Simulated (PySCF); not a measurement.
Relaxation of triplet IrS₃⁻

Computed with PySCF, UPBE0, basis Ir def2-SVPD with ECP60, S def2-SVPD (scalar-relativistic core potentials, no spin–orbit coupling, density fitting). A (50,194) grid was used.

A hand-made trigonal pyramidal start, of C3v symmetry, held to at least that symmetry:

```xyz
4
charge -1 multiplicity 3, angstrom
Ir    0.0000    0.0000   -0.3258
S     1.8454    0.0000    0.6554
S    -0.9227    1.5981    0.6554
S    -0.9227   -1.5981    0.6554
```

Optimiser trace:
```json
{"step": "0", "E − E(last) (kJ/mol)": "156.81", "largest gradient (Eh/bohr)": "0.04023"}
{"step": "1", "E − E(last) (kJ/mol)": "96.82", "largest gradient (Eh/bohr)": "0.03458"}
{"step": "2", "E − E(last) (kJ/mol)": "44.55", "largest gradient (Eh/bohr)": "0.03891"}
{"step": "3", "E − E(last) (kJ/mol)": "25.74", "largest gradient (Eh/bohr)": "0.02875"}
{"step": "4", "E − E(last) (kJ/mol)": "11.72", "largest gradient (Eh/bohr)": "0.01805"}
{"step": "5", "E − E(last) (kJ/mol)": "1.53", "largest gradient (Eh/bohr)": "0.00532"}
{"step": "6", "E − E(last) (kJ/mol)": "0.19", "largest gradient (Eh/bohr)": "0.00357"}
{"step": "7", "E − E(last) (kJ/mol)": "0.01", "largest gradient (Eh/bohr)": "0.00032"}
{"step": "8", "E − E(last) (kJ/mol)": "0.00", "largest gradient (Eh/bohr)": "0.00002"}
```

It ends at D3h with Ir–S 2.127 Å (×3); S–Ir–S 120.0° (×3). A frequency run shows a minimum. Other isomers or separated fragments may lie lower.

Final geometry:
Coordinates in bohr (charge -1 multiplicity 3):
```
Ir    0.0000    0.0000    0.0000
S     4.0198    0.0001    0.0000
S    -2.0099    3.4812    0.0000
S    -2.0098   -3.4812    0.0000
```

Open d and f shells are described by one determinant, and the ground state may have another occupation or spin. No spin–orbit coupling is included, which matters more the heavier the element.
